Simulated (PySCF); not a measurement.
HS₂, SMILES S[S] (connectivity only; charge and spin as stated), charge -1, multiplicity 1.

Geometry: B3LYP-D3(BJ)/def2-TZVPD. The spin state was assumed, not searched. The isomer is the one that the SMILES or the coordinates give; other isomers of the formula were not compared.

Method: B3LYP/def2-TZVPD run with PySCF.

The molecule is in vacuum. A positive occupied level means that this level leaves the electron formally unbound; only the finite basis holds it.

Computed frontier levels, gap, dipole moment and polarisability:
```json
{
  "highest_occupied_level": "0.27 eV",
  "lowest_empty_level": "3.25 eV",
  "orbital_gap": "2.99 eV",
  "dipole_moment_about_the_centre_of_nuclear_charge": "0.518 e·Å",
  "mean_static_polarisability": "72.1 bohr³ (10.68 Å³)",
  "polarisability_principal_values": "60.2, 67.1, 88.9 bohr³"
}
```
